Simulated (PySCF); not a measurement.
Method: B3LYP-D3(BJ)/def2-TZVP (PySCF). Gas-phase values, no solvent. B3LYP has the VWN-RPA correlation part, as in Gaussian. Delta-SCF ions had no search for a lower state. Excitations are Tamm–Dancoff values on a coarser integration grid. The basis has no diffuse functions, so Rydberg states are missing or too high.

Reference species (SMILES): `N#CC1C=C1` (neutral, multiplicity 1).

```json
{
 "S1 oscillator strength": "0.014",
 "dipole_moment": "4.55 D",
 "vertical ionisation energy (Delta-SCF)": "10.82 eV",
 "S1–T1 gap (TDA)": "1.58 eV"
}
```

Changed species: `C#CNC#C`.

Q: Give the shifts of the S1 oscillator strength, dipole moment, vertical ionisation energy (Delta-SCF) and S1–T1 gap (TDA).

A: the S1 oscillator strength drops by 0.014, to 0.000; the dipole moment falls by 3.38 D, to 1.17 D; the vertical ionisation energy (Delta-SCF) decreases by 2.32 eV, to 8.50 eV; the S1–T1 gap (TDA) falls by 1.31 eV, to 0.27 eV.
